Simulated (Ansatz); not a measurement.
System: SnH$_{3}$ (charge -1, singlet). 
Coordinates optimised at B3LYP-D3(BJ)/def2-TZVP (Ansatz, an electronic-structure program):
```
Sn
H 1 1.8076
H 1 1.8076 2 92.58
H 1 1.8076 2 92.58 3 -92.70
```
Charge -1, spin multiplicity 1.

Parts of the frozen-core correlation energy in def2-SVP (Ansatz, hartree). Frozen orbitals: 9; correlated occupied orbitals by spin: 4 and 4; virtual: 28 and 28. Spin-orbit coupling is left out. Past Kr the def2 sets carry scalar-relativistic core potentials.

```tsv
term	value
reference (HF)	-215.06303
MP2 opposite-spin	-0.09002
MP2 same-spin	-0.01194
CCSD correlation	-0.12997
(T)	-0.00263
CCSDT minus CCSD(T)	-0.00060
CCSDT(Q) minus CCSD(T)	-0.00069
T1 diagnostic	0.014
largest doubles amplitude	0.058
```
